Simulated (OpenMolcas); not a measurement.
## Dy2+: moving or changing the point charges

Dy2+ among 8 point charges of -0.5 e arranged as a cube (Oh), 2.73 Å from the ion.
```
   1.5762    1.5762    1.5762  -0.50
   1.5762    1.5762   -1.5762  -0.50
   1.5762   -1.5762    1.5762  -0.50
   1.5762   -1.5762   -1.5762  -0.50
  -1.5762    1.5762    1.5762  -0.50
  -1.5762    1.5762   -1.5762  -0.50
  -1.5762   -1.5762    1.5762  -0.50
  -1.5762   -1.5762   -1.5762  -0.50
```

```json
{
  "Program": "OpenMolcas",
  "Method": "CASSCF",
  "Basis": "ANO-RCC-VTZP [8s7p5d3f2g1h]",
  "Scalar Hamiltonian": "DKH2, point nucleus",
  "Active space": "10 electrons in 7 orbitals (4f)",
  "State averaging": "2S+1 = 5 even, 35 roots (32 in the spin-orbit step); 2S+1 = 3 even, 106 roots kept (CI in the orbitals of an earlier block); 2S+1 = 1 even, 44 roots kept (CI in the orbitals of an earlier block, 31 in the spin-orbit step)",
  "Spin-orbit coupling": "RASSI with atomic mean-field integrals over the reference wave functions"
}
```

Runs around this geometry, states (labels of O, the rotations of Oh). Energies in cm-1 above the lowest state or level, χT in cm3 K/mol.

```tsv
R (Å)	Ground state	First state of that spin	First gap with spin-orbit (degeneracies)	Width of lowest J	χT at 300 K
2.73	5A1	5T1 8.4	1.6 (3, 2)	50	13.955
3.05	5A1	5T1 4.7	1.2 (3, 2)	28	13.958
3.2	5A1	5T1 3.7	1.0 (3, 2)	22	13.958
```

Taking the width of the lowest J multiplet as R^-n, n = -ln(22 / 50) / ln(3.2 / 2.73) = 5.2 between the shortest and longest distance.

High states are left out of the spin-orbit mixing, which shifts the levels that they would mix with. Point charges carry no covalency, so the field is a model and not that of real ligands. A group larger than the point group allows holds several states that coincide in this model. No measured value stands beside these numbers.
